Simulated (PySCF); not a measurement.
C3H2N (SMILES [CH]=CC#N), doublet (typed; the unrestricted solution is spin-contaminated), at a GFN2-xTB geometry; CCSD(T)/STO-3G in PySCF.

PySCF was given this input:
```python
from pyscf import gto, scf, cc

mol = gto.Mole()
mol.atom = '''
    C    -0.11313790   -1.67318767    0.00936735
    C     0.54855143   -0.55698381   -0.00507353
    C    -0.07279738    0.71679934   -0.00231842
    H     0.06167781   -2.72178733    0.01180423
    H     1.64421931   -0.48441128   -0.02072222
    N    -0.55451343    1.75520450   -0.00041920
'''
mol.basis = 'sto-3g'
mol.spin = 1
mol.verbose = 4
mol.build()

mf = scf.UHF(mol)
mf.kernel()

mycc = cc.CCSD(mf)
mycc.kernel()
et = mycc.ccsd_t()
print('E(CCSD(T)) = %.10f' % (mycc.e_tot + et))
```

### Question
Write the output that PySCF gives for this input, abridged.

### Answer

```
PySCF version 2.14.0

[INPUT] verbose = 4
[INPUT] num. atoms = 6
[INPUT] num. electrons = 27
[INPUT] charge = 0
[INPUT] spin (= nelec alpha-beta = 2S) = 1
[INPUT] symmetry False subgroup None
[INPUT] Mole.unit = angstrom
[INPUT] Symbol           X                Y                Z      unit          X                Y                Z       unit  Magmom
[INPUT]  1 C     -0.113137900000  -1.673187670000   0.009367350000 AA   -0.213799645308  -3.161866451299   0.017701726013 Bohr   0.0
[INPUT]  2 C      0.548551430000  -0.556983810000  -0.005073530000 AA    1.036611967939  -1.052546856717  -0.009587582185 Bohr   0.0
[INPUT]  3 C     -0.072797380000   0.716799340000  -0.002318420000 AA   -0.137567110786   1.354554438869  -0.004381178842 Bohr   0.0
[INPUT]  4 H      0.061677810000  -2.721787330000   0.011804230000 AA    0.116554168863  -5.143432623011   0.022306761811 Bohr   0.0
[INPUT]  5 H      1.644219310000  -0.484411280000  -0.020722220000 AA    3.107124184621  -0.915404650850  -0.039159320493 Bohr   0.0
[INPUT]  6 N     -0.554513430000   1.755204500000  -0.000419200000 AA   -1.047878515093   3.316855797604  -0.000792173191 Bohr   0.0

nuclear repulsion = 84.0489658112196
number of shells = 14
number of NR pGTOs = 66
number of NR cGTOs = 22
basis = sto-3g
ecp = {}

******** <class 'pyscf.scf.uhf.UHF'> ********
method = UHF
initial guess = minao
damping factor = 0
level_shift factor = 0
DIIS = <class 'pyscf.scf.diis.CDIIS'>
diis_start_cycle = 1
diis_space = 8
diis_damp = 0
SCF conv_tol = 1e-09
SCF conv_tol_grad = None
SCF max_cycles = 50
direct_scf = True
direct_scf_tol = 1e-13
number electrons alpha = 14  beta = 13
Set gradient conv threshold to 3.16228e-05
init E= -167.807787456647

cycle= 1 E= -166.835586180729  delta_E= 0.972  |g|= 0.421  |ddm|=  2.6
cycle= 2 E= -166.891843107229  delta_E= -0.0563  |g|= 0.376  |ddm|= 0.808
cycle= 3 E= -166.964757185774  delta_E= -0.0729  |g|= 0.0484  |ddm|= 0.394
cycle= 4 E= -166.9690183414  delta_E= -0.00426  |g|= 0.0235  |ddm|= 0.127
cycle= 5 E= -166.970665171605  delta_E= -0.00165  |g|= 0.0223  |ddm|= 0.0591
cycle= 6 E= -166.97193531509  delta_E= -0.00127  |g|= 0.0222  |ddm|= 0.0446
cycle= 7 E= -166.971817573108  delta_E= 0.000118  |g|= 0.0222  |ddm|= 0.00411
cycle= 8 E= -166.96475983218  delta_E= 0.00706  |g|= 0.0182  |ddm|= 0.275
cycle= 9 E= -166.960290151989  delta_E= 0.00447  |g|= 0.0143  |ddm|= 0.258
cycle= 10 E= -166.958390580826  delta_E= 0.0019  |g|= 0.0154  |ddm|= 0.127
cycle= 11 E= -166.966900860372  delta_E= -0.00851  |g|= 0.021  |ddm|= 0.49
cycle= 12 E= -166.967091184642  delta_E= -0.00019  |g|= 0.0213  |ddm|= 0.00929
cycle= 13 E= -166.966975122035  delta_E= 0.000116  |g|= 0.0216  |ddm|= 0.00883
cycle= 14 E= -166.964157946354  delta_E= 0.00282  |g|= 0.019  |ddm|= 0.136
cycle= 15 E= -166.962832017596  delta_E= 0.00133  |g|= 0.0178  |ddm|= 0.0874
cycle= 16 E= -166.962130352401  delta_E= 0.000702  |g|= 0.016  |ddm|= 0.0732
cycle= 17 E= -166.959020669759  delta_E= 0.00311  |g|= 0.0135  |ddm|= 0.301
cycle= 18 E= -166.951731250982  delta_E= 0.00729  |g|= 0.0289  |ddm|= 0.338
cycle= 19 E= -166.960196975991  delta_E= -0.00847  |g|= 0.0114  |ddm|= 0.421
cycle= 20 E= -166.959262003363  delta_E= 0.000935  |g|= 0.0122  |ddm|= 0.0917
cycle= 21 E= -166.959280018727  delta_E= -1.8e-05  |g|= 0.0122  |ddm|= 0.0019
cycle= 22 E= -166.959800208248  delta_E= -0.00052  |g|= 0.0116  |ddm|= 0.037
cycle= 23 E= -166.958938650928  delta_E= 0.000862  |g|= 0.0123  |ddm|= 0.06
cycle= 24 E= -166.958328603749  delta_E= 0.00061  |g|= 0.0125  |ddm|= 0.0602
cycle= 25 E= -166.960480468544  delta_E= -0.00215  |g|= 0.011  |ddm|= 0.166
cycle= 26 E= -166.965866218973  delta_E= -0.00539  |g|= 0.0166  |ddm|= 0.331
cycle= 27 E= -166.962089631873  delta_E= 0.00378  |g|= 0.0128  |ddm|= 0.222
cycle= 28 E= -166.960805423154  delta_E= 0.00128  |g|= 0.0122  |ddm|= 0.0919
cycle= 29 E= -166.961024623683  delta_E= -0.000219  |g|= 0.0123  |ddm|= 0.0193
cycle= 30 E= -166.960721583116  delta_E= 0.000303  |g|= 0.0122  |ddm|= 0.0231
cycle= 31 E= -166.960873133756  delta_E= -0.000152  |g|= 0.0123  |ddm|= 0.0125
cycle= 32 E= -166.95752424511  delta_E= 0.00335  |g|= 0.0153  |ddm|= 0.227
cycle= 33 E= -166.960068245821  delta_E= -0.00254  |g|= 0.0119  |ddm|= 0.168
cycle= 34 E= -166.95928472943  delta_E= 0.000784  |g|= 0.0126  |ddm|= 0.0646
cycle= 35 E= -166.962719062426  delta_E= -0.00343  |g|= 0.0128  |ddm|= 0.242
cycle= 36 E= -166.958965111752  delta_E= 0.00375  |g|= 0.0121  |ddm|= 0.262
cycle= 37 E= -166.959055390045  delta_E= -9.03e-05  |g|= 0.012  |ddm|= 0.00683
cycle= 38 E= -166.957043122752  delta_E= 0.00201  |g|= 0.0155  |ddm|= 0.122
cycle= 39 E= -166.960546448343  delta_E= -0.0035  |g|= 0.0114  |ddm|= 0.237
cycle= 40 E= -166.962160410037  delta_E= -0.00161  |g|= 0.0119  |ddm|= 0.111
cycle= 41 E= -166.961255265007  delta_E= 0.000905  |g|= 0.0114  |ddm|= 0.0626
cycle= 42 E= -166.95816418865  delta_E= 0.00309  |g|= 0.0128  |ddm|= 0.221
cycle= 43 E= -166.963899431319  delta_E= -0.00574  |g|= 0.0141  |ddm|= 0.388
cycle= 44 E= -166.958482930631  delta_E= 0.00542  |g|= 0.0131  |ddm|= 0.364
cycle= 45 E= -166.96024233181  delta_E= -0.00176  |g|= 0.0118  |ddm|= 0.13
cycle= 46 E= -166.960592659923  delta_E= -0.00035  |g|= 0.0122  |ddm|= 0.0296
cycle= 47 E= -166.960491329931  delta_E= 0.000101  |g|= 0.0123  |ddm|= 0.00713
cycle= 48 E= -166.959406982018  delta_E= 0.00108  |g|= 0.0127  |ddm|= 0.0776
cycle= 49 E= -166.954751634733  delta_E= 0.00466  |g|= 0.022  |ddm|= 0.248
cycle= 50 E= -166.955905069902  delta_E= -0.00115  |g|= 0.0182  |ddm|= 0.0633
SCF not converged.
SCF energy = -166.955905069902 after 50 cycles  <S^2> = 1.1497224  2S+1 = 2.3661973

******** <class 'pyscf.cc.uccsd.UCCSD'> ********
CC2 = 0
CCSD nocc = (np.int64(14), np.int64(13)), nmo = (22, 22)
max_cycle = 50
direct = 0
conv_tol = 1e-07
conv_tol_normt = 1e-06
diis_space = 6
diis_start_cycle = 0
diis_start_energy_diff = 1e+09
Init t2, MP2 energy = -0.210773354257393
Init E_corr(UCCSD) = -0.21124795993742
cycle = 1  E_corr(UCCSD) = -0.234695892823128  dE = -0.0234479329  norm(t1,t2) = 0.128272
cycle = 2  E_corr(UCCSD) = -0.253083815986337  dE = -0.0183879232  norm(t1,t2) = 0.0861781
cycle = 3  E_corr(UCCSD) = -0.290658040827379  dE = -0.0375742248  norm(t1,t2) = 0.0658232
cycle = 4  E_corr(UCCSD) = -0.291647855883945  dE = -0.000989815057  norm(t1,t2) = 0.0196684
cycle = 5  E_corr(UCCSD) = -0.291604410410547  dE = 4.34454734e-05  norm(t1,t2) = 0.00907227
cycle = 6  E_corr(UCCSD) = -0.292351955674074  dE = -0.000747545264  norm(t1,t2) = 0.00345308
cycle = 7  E_corr(UCCSD) = -0.292163660344853  dE = 0.000188295329  norm(t1,t2) = 0.00150472
cycle = 8  E_corr(UCCSD) = -0.29216576943313  dE = -2.10908828e-06  norm(t1,t2) = 0.000600477
cycle = 9  E_corr(UCCSD) = -0.292154404700181  dE = 1.13647329e-05  norm(t1,t2) = 0.000299266
cycle = 10  E_corr(UCCSD) = -0.292176817891462  dE = -2.24131913e-05  norm(t1,t2) = 0.000163307
cycle = 11  E_corr(UCCSD) = -0.292189691197098  dE = -1.28733056e-05  norm(t1,t2) = 9.78461e-05
cycle = 12  E_corr(UCCSD) = -0.292195060368963  dE = -5.36917187e-06  norm(t1,t2) = 6.48165e-05
cycle = 13  E_corr(UCCSD) = -0.292190914131089  dE = 4.14623787e-06  norm(t1,t2) = 3.99479e-05
cycle = 14  E_corr(UCCSD) = -0.292185079479993  dE = 5.8346511e-06  norm(t1,t2) = 2.12648e-05
cycle = 15  E_corr(UCCSD) = -0.292182923316158  dE = 2.15616384e-06  norm(t1,t2) = 1.03573e-05
cycle = 16  E_corr(UCCSD) = -0.292182777129236  dE = 1.46186922e-07  norm(t1,t2) = 5.46457e-06
cycle = 17  E_corr(UCCSD) = -0.292183232667629  dE = -4.55538393e-07  norm(t1,t2) = 3.11994e-06
cycle = 18  E_corr(UCCSD) = -0.292183350142601  dE = -1.17474973e-07  norm(t1,t2) = 1.77542e-06
cycle = 19  E_corr(UCCSD) = -0.292183308113941  dE = 4.20286608e-08  norm(t1,t2) = 1.07993e-06
cycle = 20  E_corr(UCCSD) = -0.292183179460006  dE = 1.28653934e-07  norm(t1,t2) = 7.6885e-07
cycle = 21  E_corr(UCCSD) = -0.292183073386031  dE = 1.06073975e-07  norm(t1,t2) = 5.50484e-07
cycle = 22  E_corr(UCCSD) = -0.29218306981064  dE = 3.5753917e-09  norm(t1,t2) = 3.56878e-07
UCCSD converged
E(UCCSD) = -167.2480881397127  E_corr = -0.2921830698106395
UCCSD(T) correction = -0.00464307650880433
E(CCSD(T)) = -167.2527312162
```

Convergence was not reached.
